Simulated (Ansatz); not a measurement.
Steps of a relaxation of C2H6BNOS with RKS PBE-D4/def2-SVP.

```sh
$ ansatz run in.yaml --threads 4 --pin off --events-out ev --progress --plain --max-ram 10444MiB
```

```yaml
crystal:
  periodic: [false, false, false]
  atoms:
    - {symbol: B, position_ang: [0.818500, -1.562700, -0.720500]}
    - {symbol: C, position_ang: [0.370900, -0.229600, 0.079800]}
    - {symbol: N, position_ang: [1.009100, 0.006300, 1.316300]}
    - {symbol: C, position_ang: [-0.485700, 0.634200, -0.393800]}
    - {symbol: O, position_ang: [-1.190300, 0.364500, -1.625000]}
    - {symbol: S, position_ang: [-1.035700, 2.121900, 0.508200]}
    - {symbol: H, position_ang: [0.288200, -1.769600, -1.764500]}
    - {symbol: H, position_ang: [1.628700, -2.237900, -0.315100]}
    - {symbol: H, position_ang: [0.844000, 0.848900, 1.974900]}
    - {symbol: H, position_ang: [1.765700, -0.665200, 1.700000]}
    - {symbol: H, position_ang: [-1.906000, 1.003800, -1.948600]}
    - {symbol: H, position_ang: [-2.030300, 1.430100, 1.222400]}
basis:
  gaussian: {orbitals: def2-SVP}
hamiltonian: {xc: pbe, dispersion: d4}
relax: {f_tol: 0.03, max_steps: 200}
```

Positions (Å) and forces (eV/Å) along the path, 10 of 27 steps:

```xyz
12
step=1 energy=-17197.9701 eV
B     0.819   -1.563   -0.721   -2.112    2.969   -0.001
C     0.371   -0.230    0.080    4.170   -3.482    2.144
N     1.009    0.006    1.316    1.387   -0.256    2.086
C    -0.486    0.634   -0.394   -5.101    3.082   -3.603
O    -1.190    0.364   -1.625    0.256    0.447    0.658
S    -1.036    2.122    0.508   -0.367   -0.908    0.057
H     0.288   -1.770   -1.764   -0.185   -0.213   -0.440
H     1.629   -2.238   -0.315    1.688   -1.396    0.993
H     0.844    0.849    1.975   -0.025   -1.552   -1.791
H     1.766   -0.665    1.700   -1.727    1.300   -1.176
H    -1.906    1.004   -1.949    1.468   -0.484    1.411
H    -2.030    1.430    1.222    0.548    0.493   -0.337
12
step=7 energy=-17198.9521 eV
B     0.820   -1.523   -0.706   -0.034   -0.015    0.050
C     0.359   -0.308    0.115   -0.047    0.005   -0.149
N     0.861   -0.100    1.401   -0.047   -0.070    0.055
C    -0.585    0.560   -0.425    0.026   -0.003    0.066
O    -1.184    0.349   -1.626    0.025    0.038   -0.008
S    -1.068    2.069    0.430   -0.079   -0.018    0.024
H     0.358   -1.756   -1.801    0.007   -0.008   -0.007
H     1.677   -2.257   -0.238    0.017    0.023   -0.015
H     0.779    0.854    1.768    0.041   -0.004   -0.011
H     1.763   -0.545    1.578   -0.017    0.067    0.006
H    -1.771    1.115   -1.787    0.019   -0.039    0.033
H    -1.933    1.488    1.326    0.090    0.024   -0.044
12
step=8 energy=-17198.9636 eV
B     0.814   -1.527   -0.699    0.036    0.006   -0.002
C     0.339   -0.312    0.112   -0.027   -0.091   -0.038
N     0.818   -0.118    1.415    0.002    0.093    0.020
C    -0.588    0.566   -0.436    0.022   -0.066   -0.051
O    -1.144    0.378   -1.663   -0.078    0.247    0.043
S    -1.080    2.072    0.411   -0.149   -0.054    0.111
H     0.351   -1.788   -1.789   -0.008   -0.008    0.021
H     1.709   -2.222   -0.237   -0.043    0.025   -0.023
H     0.764    0.850    1.757    0.010   -0.035   -0.020
H     1.739   -0.534    1.568   -0.023    0.004    0.031
H    -1.791    1.106   -1.785    0.112   -0.182    0.005
H    -1.853    1.473    1.382    0.146    0.060   -0.097
12
step=10 energy=-17198.9887 eV
B     0.796   -1.527   -0.687    0.122    0.088   -0.068
C     0.309   -0.302    0.099   -0.028   -0.230    0.025
N     0.740   -0.102    1.425    0.070    0.224   -0.025
C    -0.595    0.580   -0.472   -0.031   -0.050   -0.268
O    -1.048    0.448   -1.755   -0.369    0.615    0.368
S    -1.160    2.048    0.390   -0.255   -0.360    0.457
H     0.321   -1.833   -1.762   -0.013   -0.004    0.073
H     1.734   -2.172   -0.229   -0.124    0.011   -0.018
H     0.749    0.888    1.716    0.040   -0.096   -0.035
H     1.652   -0.537    1.598   -0.089   -0.012    0.053
H    -1.817    1.071   -1.826    0.431   -0.462   -0.056
H    -1.604    1.381    1.538    0.247    0.276   -0.506
12
step=12 energy=-17199.0709 eV
B     0.791   -1.501   -0.682   -0.019    0.112    0.025
C     0.294   -0.273    0.085    0.130   -0.114   -0.097
N     0.690   -0.017    1.421    0.042    0.163    0.053
C    -0.610    0.601   -0.499   -0.040    0.008    0.007
O    -0.966    0.549   -1.804   -0.215    0.146    0.165
S    -1.293    1.958    0.432   -0.175    0.082   -0.045
H     0.324   -1.800   -1.759   -0.015   -0.029   -0.018
H     1.675   -2.183   -0.187   -0.012   -0.024    0.009
H     0.896    0.977    1.611   -0.014   -0.171   -0.053
H     1.490   -0.594    1.692   -0.028   -0.029    0.028
H    -1.849    0.979   -1.881    0.256   -0.125   -0.026
H    -1.366    1.249    1.607    0.090   -0.017   -0.048
12
step=16 energy=-17199.1744 eV
B     0.844   -1.429   -0.681   -0.133    0.133    0.130
C     0.295   -0.201    0.023   -0.033   -0.060   -0.067
N     0.596    0.127    1.403    0.419    0.146    0.184
C    -0.701    0.620   -0.523    0.004   -0.082    0.138
O    -1.028    0.557   -1.821   -0.054   -0.056   -0.010
S    -1.563    1.765    0.500    0.104   -0.016    0.100
H     0.445   -1.765   -1.780    0.054    0.040    0.000
H     1.640   -2.139   -0.079    0.002    0.030   -0.052
H     1.256    0.935    1.463   -0.183   -0.533    0.039
H     1.027   -0.687    1.883   -0.169    0.471   -0.181
H    -1.890    1.003   -1.944    0.035    0.031   -0.027
H    -0.843    1.158    1.589   -0.046   -0.103   -0.255
12
step=19 energy=-17199.2797 eV
B     0.889   -1.374   -0.672    0.043   -0.029   -0.016
C     0.251   -0.199    0.002   -0.096   -0.187   -0.124
N     0.528    0.226    1.387    1.592   -0.116    0.393
C    -0.803    0.587   -0.520   -0.078    0.296    0.233
O    -1.204    0.415   -1.784   -0.223    0.269   -0.012
S    -1.563    1.759    0.515   -0.336    0.111   -0.526
H     0.590   -1.670   -1.813    0.000    0.007    0.037
H     1.698   -2.068   -0.071    0.032    0.046    0.015
H     1.468    0.762    1.434   -1.503   -0.831    0.086
H     0.611   -0.604    2.040   -0.123    0.915   -0.581
H    -1.923    1.068   -1.953    0.223   -0.277    0.078
H    -0.464    1.042    1.468    0.469   -0.204    0.417
12
step=21 energy=-17199.4997 eV
B     0.901   -1.301   -0.687    0.027   -0.027    0.129
C     0.192   -0.186    0.005    0.322   -0.430   -0.203
N     0.538    0.216    1.394   -0.078   -0.063   -0.350
C    -0.858    0.613   -0.508   -0.310    0.012    0.071
O    -1.245    0.326   -1.760   -0.228    0.338   -0.134
S    -1.647    1.829    0.390    0.156    0.063    0.062
H     0.599   -1.619   -1.818    0.039    0.003    0.008
H     1.784   -1.916   -0.098    0.014    0.014   -0.002
H     1.534    0.466    1.460    0.049    0.158    0.140
H     0.358   -0.534    2.081   -0.087    0.073    0.052
H    -1.948    0.984   -1.968    0.108   -0.190    0.008
H    -0.131    1.066    1.542   -0.012    0.050    0.220
12
step=26 energy=-17199.5296 eV
B     0.916   -1.330   -0.685   -0.029    0.053    0.053
C     0.189   -0.211   -0.021    0.050   -0.014   -0.011
N     0.529    0.202    1.370   -0.035   -0.012    0.015
C    -0.862    0.616   -0.515   -0.055    0.046    0.007
O    -1.279    0.362   -1.765    0.021   -0.022   -0.003
S    -1.580    1.869    0.398    0.015   -0.020   -0.014
H     0.647   -1.668   -1.817    0.000   -0.016   -0.026
H     1.799   -1.910   -0.067    0.029   -0.029    0.000
H     1.503    0.527    1.471    0.024   -0.001   -0.019
H     0.376   -0.550    2.060    0.002   -0.003    0.002
H    -1.994    1.007   -1.946   -0.016    0.019    0.000
H    -0.166    1.030    1.552   -0.005    0.000   -0.003
12
step=27 energy=-17199.5298 eV
B     0.917   -1.329   -0.682   -0.017    0.018   -0.005
C     0.189   -0.210   -0.022    0.009   -0.006    0.016
N     0.527    0.202    1.370    0.000    0.006   -0.001
C    -0.864    0.617   -0.515    0.007   -0.016   -0.009
O    -1.280    0.363   -1.765   -0.002    0.005    0.004
S    -1.581    1.870    0.398   -0.002    0.001    0.000
H     0.647   -1.672   -1.814    0.004   -0.003   -0.004
H     1.804   -1.910   -0.069    0.004   -0.006    0.006
H     1.504    0.523    1.467   -0.002    0.001    0.002
H     0.375   -0.551    2.060    0.000    0.002   -0.003
H    -1.994    1.009   -1.946   -0.007    0.004   -0.007
H    -0.167    1.031    1.552    0.006   -0.004    0.001
```

It took 36 s on 4 threads of an Arm Neoverse V2 on a shared host, with 0.19 GiB of host memory at the peak.
